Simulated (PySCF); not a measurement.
# Correlation energy of Hf²⁺ (hafnium, charge +2)

[Xe] 4f14 5d1 6s1, high-spin 3D determinant (an excited configuration). Computed with PySCF 2.14 in def2-TZVPPD with the def2 core potential (60 electrons) (6s5p3d2f1g, 59 functions), with scalar relativity through the core potential. Frozen: 5s2 5p6; 2 electrons correlated.

With two correlated electrons CCSD is exact within the correlated space (frozen core and kept virtual orbitals).

```
level  correlation energy (mhartree)
 CCSD                          -5.63
```

Diagnostics: T1 = 0.023, D1 = 0.0453, largest double amplitude 0.026.

**Question.** Is a single reference adequate?

**Answer.** Yes, within this model without spin-orbit coupling: T1 lies below 0.03 and no double amplitude reaches 0.07.
